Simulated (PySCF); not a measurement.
Species: C4H4FOP.
Z-matrix (Å and degrees, GFN2-xTB geometry), rows numbered from 1:
```
C 
C   1  1.4882
C   2  1.3569  1  129.27
P   3  1.7709  2  112.27  1   180.00
C   4  1.7091  3   85.58  2     0.02
F   5  1.3321  4  128.49  3  -179.97
O   5  1.3330  4  117.78  3    -0.05
H   1  1.0890  2  110.16  3   120.48
H   1  1.0849  2  109.91  3     0.02
H   1  1.0890  2  110.16  3  -120.46
H   3  1.0735  2  123.74  1    -0.00
```

The computed photoelectron lines, unassigned: C 1s: 290.32 (area 1), 291.40 (area 1), 292.20 (area 1), 293.80 (area 1) eV; O 1s: 540.61 eV; F 1s: 693.50 eV; P 1s: 2149.84 eV; P 2p3/2: 136.29 eV.

Level of theory: delta-SCF UKS SCAN, pcX-2 on the ionised atom, pcseg-1 elsewhere, spin-free X2C (PySCF). Geometry: GFN2-xTB; no solvent, vibrations or thermal averaging.

Task: Which carbon gives which C 1s line?

Result: 290.32 eV: C3 (aromatic CH carbon); 291.40 eV: C1 (benzylic-type carbon); 292.20 eV: C2 (substituted aromatic carbon); 293.80 eV: C5 (aromatic C–F carbon). The listed C 1s values span 3.48 eV, from C3 (bonded to C (aromatic in the SMILES), H and P (aromatic in the SMILES)) to C5 (bonded to F, O (aromatic in the SMILES) and P (aromatic in the SMILES)). The widest gap between neighbouring values is 1.60 eV, between 292.20 and 293.80 eV. Summing the Pauling electronegativity differences to the bonded atoms, each weighted by its formal bond order, gives -0.89 for the lowest site and +2.23 for the highest; no listed site has a larger sum than the highest. The smallest sum, -1.05, belongs to C1, 1.08 eV above the lowest.

Bonded neighbours of each site: C1: C and 3 H; C2: O (aromatic in the SMILES), C (aromatic in the SMILES) and C; C3: C (aromatic in the SMILES), H and P (aromatic in the SMILES); P4: 2 C (aromatic in the SMILES); C5: F, O (aromatic in the SMILES) and P (aromatic in the SMILES); F6: C; O7: 2 C (aromatic in the SMILES).

Task: What is the longest wavelength that can ionise C 1s of C1 vertically?

Result: λ = hc/E = 12398.42 eV Å / 291.40 eV = 42.548 Å.

The 2p values aren't plain energy differences: one relaxed spin-free 2p hole is combined with a matrix within the shell (ground-state 2p orbital-energy differences and spin–orbit coupling). 2p3/2, the mean of its two sublevels, lies a third of the splitting below the shell's mean and 2p1/2 two thirds above it; the statistical areas are 2:1. 2p1/2 minus 2p3/2 (ligand field included): P 0.89 eV.

On an AMD EPYC 9B45 with one thread, shared host with 96 logical CPUs at a one-minute load of 11, this took 35 s of wall time and 0.46 GiB of memory at its peak.
